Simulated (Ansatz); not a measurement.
Basis sets compared for the cluster Mg2S2⁻. Charge -1, multiplicity 2. Geometry PBE-D4/def2-TZVPD. Ansatz on 4 threads of Intel Xeon Platinum 8488C on a shared host; times are rough, and most runs start from earlier orbitals.

```xyz
4

Mg   -1.290   -0.509   -0.076
Mg    1.290    0.509    0.076
S    -0.706    1.764    0.173
S     0.706   -1.764   -0.173
```

At PBE-D4/def2-SVPD, PBE-D4/def2-TZVPD the highest occupied level of the charge -1 doublet lies above zero (up to 0.14 eV). By energy differences its removal costs 1.72 eV (vertical, to the charge 0 singlet, at PBE-D4/def2-TZVPD); a positive level beside a positive removal energy at the same level points to self-interaction error. The structure comes from a short search, and lower isomers may exist.

```tsv
level	functions	energy (Eh)	HOMO (eV)	LUMO (eV)	wall time
PBE-D4/def2-SVPD	96	-1195.7732	0.10	0.85	1.2 s
PBE0-D4/def2-SVPD	96	-1195.8716	-0.37	1.20	3.3 s
```

(1) Estimate the rows for PBE-D4/def2-TZVPD, PBE0-D4/def2-TZVPD.

Results:

(1) 
```csv
level,functions,energy (Eh),HOMO (eV),LUMO (eV),wall time
PBE-D4/def2-TZVPD,162,-1196.1797,0.14,0.87,2.1 s
PBE0-D4/def2-TZVPD,162,-1196.2751,-0.33,1.22,3.5 s
```
